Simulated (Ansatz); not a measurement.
`[F][Hf]([F])([F])[Cl]` and `[F][Hf]([F])([F])[I]` differ in one atom or group.

Ansatz, PBE0-D4/def2-TZVP geometries, multiplicity 1. 

Elements past krypton have def2 core potentials.

```csv
property,`[F][Hf]([F])([F])[Cl]`
LUMO energy (ωB97M-V/def2-TZVPP) / eV,0.43
zero-point energy (PBE0-D4/def2-TZVP) / kJ/mol,18.7
HOMO energy (PBE0/def2-TZVPP) / eV,-10.03
HOMO–LUMO gap (PBE0/def2-TZVPP) / eV,8.95
HOMO energy (B3LYP/def2-TZVPP) / eV,-9.74
size of the dipole moment (PBE/def2-TZVPP) / D,0.06
```

Question: What does the change do to each property? (Estimate.)

Answer: The calculation gave: 
| property | `[F][Hf]([F])([F])[I]` | shift |
| --- | --- | --- |
| LUMO energy (ωB97M-V/def2-TZVPP) / eV | 0.42 | -0.01 |
| zero-point energy (PBE0-D4/def2-TZVP) / kJ/mol | 17.3 | -1.4 |
| HOMO energy (PBE0/def2-TZVPP) / eV | -8.39 | 1.64 |
| HOMO–LUMO gap (PBE0/def2-TZVPP) / eV | 6.98 | -1.97 |
| HOMO energy (B3LYP/def2-TZVPP) / eV | -8.14 | 1.60 |
| size of the dipole moment (PBE/def2-TZVPP) / D | 0.23 | 0.17 |

With PBE0 the HOMO rises by 1.64 eV and the LUMO falls by 0.34 eV, so the gap narrows by about 1.98 eV. PBE moves the HOMO by 1.32 eV and ωB97M-V by 1.83 eV. Dipoles are sizes alone; their direction can turn.

B3LYP here is the variant with VWN-RPA as its local correlation; programs differ in this.

Spin–orbit coupling is left out; it splits and shifts lone-pair levels of the heavy atoms by tenths of an eV.
